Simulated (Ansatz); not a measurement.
Consider the substitution at a C–C bond: `CC1(F)BO1` + `OB(F)O[SiH3]` → `COB(F)O[SiH3]` + `FC1BO1`.

Calculated with Ansatz (gas phase, PBE0-D4/def2-TZVP geometries, no zero-point term in ΔE). CCSD(T)/CBS adds triple-zeta CCSD(T) − MP2 to the extrapolated MP2 energy (def2 sets, frozen cores). DFT in def2-TZVPP. Each species was taken in one conformer, which may not be the lowest.

```json
{"level": "RPA@PBE/def2-TZVPP", "ΔE (kcal/mol)": "17.1"}
{"level": "CCSD/def2-SVP", "ΔE (kcal/mol)": "18.1"}
{"level": "HF/def2-TZVPP", "ΔE (kcal/mol)": "16.8"}
{"level": "SCS-MP2/def2-QZVPP", "ΔE (kcal/mol)": "19.1"}
```

**Question.** What does CCSD(T)/CBS give? (Estimate.)

**Answer.** The calculation gave: +19.4 kcal/mol. The listed levels differ from it by -2.3, -1.3, -2.6, -0.3 kcal/mol.

**Question.** What do rigid-rotor, harmonic-oscillator terms from PBE0-D4/def2-TZVP frequencies (298.15 K, 1 bar) make of the CCSD(T)/CBS value? (Estimate.)

**Answer.** Ansatz gave: ΔZPE = +0.3 kcal/mol, ΔH = +20.0 kcal/mol, ΔS = 15 J/(mol·K), ΔG = +18.9 kcal/mol. Modes under 50 cm⁻¹ make the entropy rough.

Largest T1 diagnostic among the species: 0.016.

Leaving LDA and LC-ωPBE aside and taking each functional with its dispersion term where it has one, the values, not all of them listed here, spread over 2.6 kcal/mol, from BLYP-D4 to PBE-QIDH. LDA lies +1.3 kcal/mol from PBE without D4. From BLYP to BHLYP (50 % exact exchange), in def2-TZVPP and without D4, ΔE moves by +0.8 kcal/mol. In def2-TZVPP, CCSD(T) changes the Hartree–Fock value by +2.0 kcal/mol (the triples alone add +0.2 kcal/mol) and MP2 by +3.4 kcal/mol.
